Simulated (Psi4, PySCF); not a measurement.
Psi4 was given this input:
```
memory 2 GB

molecule mol {
0 2
  C     0.081337    1.122037   -0.125507
  S    -0.072916   -0.562038    0.133098
  H     0.801812   -0.957823   -0.794812
  H    -0.532767    1.739243    0.497872
  H     0.409589    1.478970   -1.079581
}

set basis 6-31g**
set reference uhf
set freeze_core true
set mp2_type conv
set scf_type pk
set puream true
set d_convergence 1e-8

energy('ccsd(t)')
print_variables()
```

**Question.** Write the same job for PySCF.

**Answer.** This is not unique; one that fits is 
```python
from pyscf import gto, scf, cc

mol = gto.Mole()
mol.atom = '''
    C     0.08133729    1.12203680   -0.12550724
    S    -0.07291609   -0.56203814    0.13309778
    H     0.80181200   -0.95782336   -0.79481219
    H    -0.53276719    1.73924269    0.49787221
    H     0.40958879    1.47897019   -1.07958105
'''
mol.basis = '6-31g**'
mol.spin = 1
mol.verbose = 3
mol.build()

mf = scf.UHF(mol)
mf.kernel()

mycc = cc.CCSD(mf, frozen=6)
mycc.kernel()
et = mycc.ccsd_t()
print('E(CCSD(T)) = %.10f' % (mycc.e_tot + et))
```

Both were run: Psi4 gave -437.364960 Eh and PySCF -437.364960 Eh, 0.000 mEh apart.
